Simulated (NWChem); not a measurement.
System: BNH, doublet; SMILES [B]=N

The following NWChem deck was run.

```
start job
memory heap 200 mb stack 900 mb global 1100 mb
geometry units angstroms
  B      0.000000     0.000000     0.834948
  N      0.000000     0.000000    -0.398595
  H      0.000000     0.000000    -1.391183
end
basis spherical
  B library 6-31g*
  N library 6-31g*
  H library 6-31g*
end
dft
  odft
  mult 2
  xc b3lyp
  iterations 150
end
driver
  maxiter 120
end
task dft optimize
task dft freq
```

Parts of the log:

```
             Northwest Computational Chemistry Package (NWChem) 7.3.0
             --------------------------------------------------------

 ORDER OF PRIMARY AXIS IS BEING SET TO 4
 C4V symmetry detected

 AUTOZ failed to generate good internal coordinates.
 Cartesian coordinates will be used in optimizations.

                             Geometry "geometry" -> ""
                             -------------------------

 Output coordinates in angstroms (scale by  1.889725989 to convert to a.u.)

  No.       Tag          Charge          X              Y              Z
 ---- ---------------- ---------- -------------- -------------- --------------
    1 B                    5.0000     0.00000000     0.00000000     0.83545631
    2 N                    7.0000     0.00000000     0.00000000    -0.39808669
    3 H                    1.0000     0.00000000     0.00000000    -1.39067469

 Effective nuclear repulsion energy (a.u.)      19.9350995060

      Symmetry information
      --------------------

 Group name             C4v
 Group number             18
 Group order               8
 No. of unique centers     3

                           NWChem Geometry Optimization
                           ----------------------------

 maximum gradient threshold         (gmax) =   0.000450
 rms gradient threshold             (grms) =   0.000300
 maximum cartesian step threshold   (xmax) =   0.001800
 rms cartesian step threshold       (xrms) =   0.001200
 fixed trust radius                (trust) =   0.300000
 source of zmatrix                         =

          -------------------
          Energy Minimization
          -------------------

 Using diagonal initial Hessian

          --------
          Step   0

                                 NWChem DFT Module
                                 -----------------

 Summary of "ao basis" -> "ao basis" (spherical)
 ------------------------------------------------------------------------------
       Tag                 Description            Shells   Functions and Types
 ---------------- ------------------------------  ------  ---------------------
 B                           6-31g*                  6       14   3s2p1d
 N                           6-31g*                  6       14   3s2p1d
 H                           6-31g*                  2        2   2s

      Symmetry analysis of basis
      --------------------------

        a1         14
        a2          0
        b1          2
        b2          2
        e          12

[...]

      ----------------------
      Optimization converged
      ----------------------

  Step       Energy      Delta E   Gmax     Grms     Xrms     Xmax
  ---- ---------------- -------- -------- -------- -------- --------
@    2     -80.11111969 -6.3D-07  0.00043  0.00019  0.00062  0.00150
                                     ok       ok       ok       ok

                         Geometry "geometry" -> "geometry"
                         ---------------------------------

 Output coordinates in angstroms (scale by  1.889725989 to convert to a.u.)

  No.       Tag          Charge          X              Y              Z
 ---- ---------------- ---------- -------------- -------------- --------------
    1 B                    5.0000     0.00000000     0.00000000     0.84182365
    2 N                    7.0000     0.00000000     0.00000000    -0.39938077
    3 H                    1.0000     0.00000000     0.00000000    -1.39574795

 Effective nuclear repulsion energy (a.u.)      19.8221886264

      Symmetry information
      --------------------

 Group name             C4v
 Group number             18
 Group order               8
 No. of unique centers     3

[...]

 Rotational Constants
 --------------------
 A=   0.000000 cm-1  (  0.000000 K)
 B=   1.428498 cm-1  (  2.055243 K)
 C=   1.428498 cm-1  (  2.055243 K)

 Temperature                      =   298.15K
 frequency scaling parameter      =   1.0000

 Linear Molecule

 Zero-Point correction to Energy  =    9.589 kcal/mol  (  0.015281 au)
 Thermal correction to Energy     =   11.389 kcal/mol  (  0.018150 au)
 Thermal correction to Enthalpy   =   11.981 kcal/mol  (  0.019094 au)

 Total Entropy                    =   49.087 cal/mol-K
   - Translational                =   35.689 cal/mol-K (mol. weight =  26.0202)
   - Rotational                   =   11.873 cal/mol-K (symmetry #  =        1)
   - Vibrational                  =    1.525 cal/mol-K

 Cv (constant volume heat capacity) =    7.652 cal/mol-K
   - Translational                  =    2.979 cal/mol-K
   - Rotational                     =    1.986 cal/mol-K
   - Vibrational                    =    2.686 cal/mol-K

[normal modes left out]

 ----------------------------------------------------------------------------
 Normal Eigenvalue ||           Projected Infra Red Intensities
  Mode   [cm**-1]  || [atomic units] [(debye/angs)**2] [(KM/mol)] [arbitrary]
 ------ ---------- || -------------- ----------------- ---------- -----------
    1       -0.000 ||    0.000285           0.007         0.278       0.060
    2       -0.000 ||    0.000285           0.007         0.278       0.060
    3       -0.000 ||    0.000544           0.013         0.531       0.115
    4       -0.000 ||    0.000544           0.013         0.531       0.115
    5        0.000 ||    0.000000           0.000         0.000       0.000
    6      461.426 ||    0.109356           2.523       106.606      23.158
    7      461.426 ||    0.109356           2.523       106.606      23.158
    8     1918.408 ||    0.041994           0.969        40.938       8.893
    9     3869.634 ||    0.162622           3.752       158.532      34.439
 ----------------------------------------------------------------------------
```

Level: B3LYP/6-31G* (spherical d), spin-unrestricted. No stability test was run on the SCF state.
